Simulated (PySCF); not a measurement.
Can point charges reproduce the dipole moment of `N#C[SiH](N)C#N`?

Coordinates (PBE0-D3(BJ)/def2-SVP, Å) and charges (e) from the PBE0/pcSseg-1 density (PySCF):

```csv
atom,x,y,z,Mulliken,IAO,Hirshfeld,ESP-fitted
N1,2.928,-0.078,-0.324,-0.1861,-0.1630,-0.1713,-0.3320
C2,1.813,-0.019,-0.014,-0.1812,-0.1740,-0.0292,+0.1146
Si3,0.019,0.034,0.452,+0.9657,+1.0523,+0.4790,+0.7357
N4,-0.773,-1.271,-0.299,-0.6131,-0.8262,-0.2933,-1.0052
C5,-0.541,1.720,-0.109,-0.1945,-0.1937,-0.0401,+0.0779
N6,-0.949,2.746,-0.465,-0.1905,-0.1707,-0.1785,-0.3324
H7,-0.149,-0.028,1.921,-0.0432,-0.0927,-0.0450,-0.0859
H8,-1.634,-1.644,0.083,+0.2214,+0.2841,+0.1393,+0.4102
H9,-0.687,-1.447,-1.294,+0.2216,+0.2839,+0.1391,+0.4172
```

Task: Form Σ q r in debye for every column and set it beside the full dipole.

Result: The full density gives (-3.14, -3.54, 0.99) D, 4.83 D in size; dipole vectors point from the negative to the positive end.

| scheme | μx | μy | μz | size (D) | share of the full size (%) | angle to the full dipole (°) |
| --- | --- | --- | --- | --- | --- | --- |
| Mulliken | -2.90 | -3.42 | 2.12 | 4.95 | 103 | 14 |
| IAO | -2.46 | -2.76 | 1.71 | 4.08 | 84 | 13 |
| Hirshfeld | -2.13 | -2.81 | 0.92 | 3.65 | 75 | 5 |
| ESP-fitted | -3.10 | -3.50 | 1.03 | 4.78 | 99 | 1 |

Task: Which set comes closest?

Result: Length of the difference vector: ESP-fitted 0.07 D, Mulliken 1.16 D, Hirshfeld 1.24 D, IAO 1.26 D. Closest: ESP-fitted. 

Task: What is left for the Hirshfeld atoms' own dipoles?

Result: The Hirshfeld atoms' densities add up to the full density, so μ = Σ q r + Σ (atomic dipoles). The atomic dipoles sum to (-3.14, -3.54, 0.99) − (-2.13, -2.81, 0.92) = (-1.01, -0.73, 0.07) D, 1.24 D in size.

Task: With the origin at the mean of the coordinates, (0.003, 0.001, -0.006) Å, which are the largest single terms, by size, of the Mulliken dipole along the direction of the full one?

Result: N4 -4.05, H8 +2.43, N1 +1.70, N6 +1.36, H9 +1.32 D; all 9 atoms together +4.82 D. The single terms depend on the origin, their sum doesn't.

Task: Give the size of the full dipole in other units.

Result: 4.83 D = 1.901 au = 1.006 e·Å = 16.12 × 10⁻³⁰ C·m.

The structure is a single PBE0-D3(BJ)/def2-SVP conformer in the gas phase; no vibrational or solvent corrections.

The run behind these numbers computed NMR shieldings as well. The run took 10 s of wall time on an Arm Neoverse V1 with one thread (shared host).

Conformer computed: `[N:1]#[C:2][SiH:3]([NH2:4])[C:5]#[N:6]`: H–N4–Si3–C2 156°, H–N4–Si3–C2 -52°.
